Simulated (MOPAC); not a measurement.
MOPAC input (AM1):

```
AM1 PRECISE GNORM=0.05 LET XYZ CHARGE=1 GEO-OK AUX(PRECISION=9) THREADS=1
C3H3

C     1.30511154 1   -0.19030126 1    0.16000243 1
C     0.10291222 1   -0.01500586 1    0.01261670 1
C    -1.21447998 1    0.17708606 1   -0.14889130 1
H     2.36004904 1   -0.34412407 1    0.28933434 1
H    -1.58759968 1    1.04652208 1   -0.68808273 1
H    -1.93371204 1   -0.53307168 1    0.25638137 1
```

Q: What heat of formation does the run end on?

A: 273.64 kcal/mol.
